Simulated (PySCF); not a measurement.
An unknown is described by computed data only.

Formula: C6H9NO.

| Property | Result |
| --- | --- |
| UV, strongest line | among the 6 lowest singlet transitions: S4 at 6.75 eV (184 nm, f = 0.099) [TDDFT PBE0/def2-SVPD] |
| Dipole | 4.34 D [PBE0/def2-SVPD] |
| 13C NMR | chemical shifts (computed TMS as zero) by class: 162.0 (1 C), 86.6 (1 C), 81.6 (1 C), 34.2 (1 C), 34.2 (1 C), 4.5 (1 C) ppm [GIAO PBE0/pcSseg-1] |
| Rotational structure | rotational constants A, B, C: 3.799, 1.034, 0.916 GHz [GFN2-xTB] |
| NMR, other nuclei | isotropic shieldings of nuclei other than C and H, by class: 136 (1 N), -76 (1 O) ppm [GIAO PBE0/pcSseg-1] |
| UV, first state | lowest singlet excitation: 5.78 eV (214 nm, f = 0.001) [TDDFT PBE0/def2-SVPD] |
| 1H NMR | chemical shifts (computed TMS as zero) by class: 8.00 (1 H), 4.29 (2 H), 3.01 (3 H), 2.02 (3 H) ppm [GIAO PBE0/pcSseg-1] |
| Polarisability | 83.9 au [PBE0/def2-SVPD] |
| Triplet | lowest triplet excitation (Tamm–Dancoff): 5.11 eV [TDA PBE0/def2-SVPD] |

Electronic properties: PySCF, gas phase, density fitting. Levels stand in brackets. NMR shifts are as computed; neighbouring signals can stand in another order in a measured spectrum. Isolated species at its GFN2-xTB geometry (one conformer only). NMR classes are plain means over equivalent atoms (diastereotopic ones count apart unless rotation or inversion swaps them), as if these changed places fast.

Problem. What is the compound? Reason from the data.

Solution. Numbering: `[CH3:1][C:2]#[C:3][CH2:4][N:5]([CH3:6])[CH:7]=[O:8]`. Its formula, C6H9NO, gives 3 degrees of unsaturation: 0 rings and 3 π bonds in the structure found. 6 carbons fall into 6 classes; from least to most shielded: amide carbonyl carbon [C7] (162.0 ppm), alkyne carbon [C2] (86.6 ppm), alkyne carbon [C3] (81.6 ppm), sp3 carbon bound to nitrogen [C4] (34.2 ppm), N-methyl carbon [C6] (34.2 ppm), propargylic carbon [C1] (4.5 ppm). Hydrogen classes from least to most shielded: 1 H on an amide carbonyl carbon, C7 (8.00 ppm), 2 H on an sp3 carbon bound to nitrogen, C4 (4.29 ppm, a mean of values up to 2.5 ppm apart in this geometry), 3 H on an N-methyl carbon, C6 (3.01 ppm, a mean of values up to 0.9 ppm apart in this geometry), 3 H on a propargylic carbon, C1 (2.02 ppm). The other shieldings belong to: 136 ppm, amide nitrogen [N5]; -76 ppm, amide oxygen [O8]. The optimised geometry has point group C1 and is an asymmetric top. Structure: `CC#CCN(C)C=O`. Computed isomers that give other values at the same levels: `CN(C=O)[C@H]1[C@@H]2C[C@@H]21` (13C chemical shifts (computed TMS as zero) by class: 162.7 (1 C), 54.6 (1 C), 30.9 (1 C), 21.9 (1 C), 4.7 (2 C) ppm); `CN(C)c1ccoc1` (13C chemical shifts (computed TMS as zero) by class: 147.3 (1 C), 146.6 (1 C), 127.5 (1 C), 108.0 (1 C), 42.5 (2 C) ppm); `C=C(C)C(=C)C(N)=O` (lowest singlet excitation: 4.64 eV (267 nm, f = 0.002)). The assignments are read from this structure; whether some other isomer fits the data as well wasn't checked.

The values belong to the conformer `[CH3:1][C:2]#[C:3][CH2:4][N:5]([CH3:6])[CH:7]=[O:8]`: C3–C4–N5–C6 64°, C4–N5–C7–O8 -2°.
